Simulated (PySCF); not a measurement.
Compound: C7H10Cl2.
Bonds: Cl1–C2, C2–C3 (double), C3–C4, C4–C5, C5–C6, C6–Cl7, C6–C8, C8–C9, C3–C9. Hydrogens: H10 on C2; H11, H12 on C4; H13, H14 on C5; H15 on C6; H16, H17 on C8; H18, H19 on C9.

The geometry is computed with GFN2-xTB (gas phase).

(1) List the bond lengths, angles and torsions at this level.

Answers

(1) 
```
  bond  length (bohr)
Cl1–C2          3.264
 C2=C3          2.503
 C3–C4          2.830
 C4–C5          2.894
 C5–C6          2.876
C6–Cl7          3.397
 C6–C8          2.876
 C8–C9          2.894
 C3–C9          2.836
C2–H10          2.039
C4–H11          2.065
C4–H12          2.058
C5–H13          2.065
C5–H14          2.062
C6–H15          2.067
C8–H16          2.062
C8–H17          2.065
C9–H18          2.064
C9–H19          2.060
```

A selection of angles:
```
    angle  degrees
Cl1–C2–C3    124.0
 C2–C3–C4    124.9
 C2–C3–C9    121.2
 C4–C3–C9    113.8
 C3–C4–C5    109.8
 C4–C5–C6    111.5
C5–C6–Cl7    109.6
 C5–C6–C8    111.6
Cl7–C6–C8    109.5
 C6–C8–C9    111.3
 C3–C9–C8    109.8
```

Dihedral angles: Cl1–C2–C3–C4 1° (synperiplanar); C2–C3–C4–C5 121° (anticlinal); C3–C4–C5–C6 54° (synclinal); C4–C5–C6–Cl7 67° (synclinal); C5–C6–C8–C9 55° (synclinal); C6–C8–C9–C3 -55° (synclinal); C2–C3–C9–C8 -121° (anticlinal). The mirror-image conformer, all signs reversed, is as good.

The 6-membered ring C3–C4–C5–C6–C8–C9 has internal angles of 109.8° to 113.8°; it is puckered, 0.23 Å rms from its mean plane, widest ring torsion 57°. Of the pairs four or more bonds apart, Cl1···H12 is among the closest relative to their van der Waals radii: 2.63 Å, 89 % of the sum of Bondi's values. The 7 C–C bonds span 1.324 Å (C2=C3, drawn double) to 1.531 Å (C8–C9, drawn single), a spread of 0.207 Å. The 2 C–Cl bonds span 1.727 Å (Cl1–C2, drawn single) to 1.798 Å (C6–Cl7, drawn single), a spread of 0.071 Å.

Point group: C1 (no symmetry element, even within 0.4 Å). No GFN2-xTB frequencies stand behind this structure, so it isn't proved a minimum. One conformer, not necessarily the lowest.
